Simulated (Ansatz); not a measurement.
`[CH3][GeH2][SiH2]Cl` + `BO[SiH2]F` → `B[O][GeH2][CH3]` + `F[SiH2][SiH2]Cl`  (redistribution)

Gas-phase electronic energies from Ansatz, PBE0-D4/def2-TZVP geometries. CBS: MP2 limit from def2 TZ/QZ plus the TZ coupled-cluster correction, frozen cores. This one scheme is used for every species. Functionals use def2-TZVPP. For Ge outer-core shells are correlated without core-valence functions, which leaves a few kJ/mol of doubt a bond. Scalar relativity is left out up to krypton. Each species was taken in one conformer, which may not be the lowest.

**Question.** Is it downhill or uphill in electronic energy at CCSD(T)/CBS, and by how much? (Estimate.)

**Answer.** Ansatz gave: Uphill: ΔE = +100.0 kJ/mol.

**Question.** What do these levels give: PBE-D4, r2SCAN-D4, ωB97X-V, ωB97M-V, PBE0, CCSD/CBS(def2)? (An estimate is asked.)

**Answer.** Computed: PBE-D4 86.9, r2SCAN-D4 96.1, ωB97X-V 91.9, ωB97M-V 99.1, PBE0 93.0, CCSD/CBS(def2) 101.7 kJ/mol.

Largest T1 diagnostic among the species: 0.013.

From PBE to PBE0 (25 % exact exchange), in def2-TZVPP and without D4, ΔE moves by +6.4 kJ/mol.
